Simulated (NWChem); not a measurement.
System: TaOClF$_{2}$; SMILES [O]=[Ta]([F])([F])[Cl]

NWChem input:

```
start job
memory heap 200 mb stack 900 mb global 1100 mb
geometry units angstroms noautoz
  Ta    -0.014662    -0.119516     0.000000
  O      1.604061    -0.652938     0.000000
  F     -0.803946    -0.803864     1.551987
  F     -0.803946    -0.803864    -1.551987
  Cl     0.027914     2.181143     0.000000
end
basis spherical
  * library def2-svp
end
ecp
  Ta library def2-ecp
end
dft
  xc xcamb88 1.00 lyp 0.81 vwn_5 0.19 hfexch 1.00
  cam 0.33 cam_alpha 0.19 cam_beta 0.46
  iterations 150
  mulliken
end
task dft energy
```

All runs use the structure optimised with PBE0/def2-SVP. def2 effective core potentials on Ta; no spin-orbit coupling.

### Question
What results follow from this input? (CAM-B3LYP/def2-SVP with def2 effective core potentials on Ta.) Quantities: energy (Ha); highest occupied level (eV); orbital gap (eV); dipole (D).

### Answer
The energy (Ha) is -791.94. The highest occupied level (eV) is -11.16 and the orbital gap (eV) is 10.24. The dipole (D) comes out as 1.73.
